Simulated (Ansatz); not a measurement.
Reaction (substitution at a C–Ga bond): `C=[CH][Ga]([NH2])[SiH3]` + HCl → `C=CCl` + `[NH2][GaH][SiH3]`

Isolated molecules relaxed with PBE0-D4/def2-TZVP in Ansatz; ΔE leaves out vibrations. CCSD(T)/CBS is the MP2 limit (def2-TZVPP, def2-QZVPP) plus CCSD(T) − MP2 in def2-TZVPP, frozen cores. This one scheme is used for every species. DFT in def2-TZVPP. For Ga outer-core shells are correlated without core-valence functions, which leaves a few kJ/mol of doubt a bond. Scalar relativity is left out up to krypton. One conformer a species, not always the lowest.

| species | ωB97M-V energy (Eh) |
| --- | --- |
| `C=[CH][Ga]([NH2])[SiH3]` | -2349.98465 |
| HCl | -460.79014 |
| `C=CCl` | -538.16892 |
| `[NH2][GaH][SiH3]` | -2272.58750 |

Question: Work out ΔE.

Answer: ΔE = (-538.16892) + (-2272.58750) − (-2349.98465) − (-460.79014) = 0.01837 Eh = +48.2 kJ/mol. CCSD(T)/CBS gives +57.2 kJ/mol.

Largest T1 diagnostic among the species: 0.015.

In def2-TZVPP, CCSD(T) changes the Hartree–Fock value by +9.8 kJ/mol (the triples alone add −0.0 kJ/mol) and MP2 by +11.5 kJ/mol. From PBE to PBE0 (25 % exact exchange), in def2-TZVPP and without D4, ΔE moves by +4.8 kJ/mol.
